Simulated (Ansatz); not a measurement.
Calculated with Ansatz (gas phase, PBE0-D4/def2-TZVP geometries, no zero-point term in ΔE). CCSD(T)/CBS adds triple-zeta CCSD(T) − MP2 to the extrapolated MP2 energy (def2 sets, frozen cores). This one scheme is used for every species. No spin–orbit coupling; open shells (•) take unrestricted orbitals. For Br outer-core shells are correlated without core-valence functions, which leaves a few kJ/mol of doubt a bond. Scalar relativity is left out up to krypton. One conformer a species, not always the lowest.

Consider the homolysis of the Al–S bond: `[SH][Al]([SH])[Br]` → `[SH][Al][Br]`• + `[SH]`•.

`[SH][Al]([SH])[Br]`:

Z-matrix (Å, degrees):
```
Al
S 1 2.170
Br 1 2.242 2 117.5
S 1 2.170 2 125.0 3 180.0
H 2 1.345 1 93.5 3 179.5
H 4 1.344 1 93.6 2 -0.5
```

`[SH][Al][Br]`•:

```xyz
4

S    -0.301   -0.461   -1.215
Al    0.389    0.468    0.648
Br   -0.637   -0.263    2.537
H     0.549    0.257   -1.970
```

`[SH]`•:

Z-matrix (Å, degrees):
```
S
H 1 1.346
```

```csv
level,ΔE (kcal/mol)
MP2/def2-TZVPP,95.9
CCSD/def2-TZVPP,90.0
```

**Question.** What does CCSD(T)/CBS give? (Best estimate.)

**Answer.** The calculation gave: +95.7 kcal/mol. The listed levels differ from it by 0.2, -5.7 kcal/mol.

Largest T1 diagnostic among the species: 0.012.

At CCSD(T), def2-SVP lies −7.9 kcal/mol from the extrapolated value and def2-TZVPP −3.6 kcal/mol: correlation converges slowly with the basis, and small sets miss more of it in the bonded molecule than in its fragments. From BLYP to BHLYP (50 % exact exchange), in def2-TZVPP and without D4, ΔE moves by +2.7 kcal/mol.
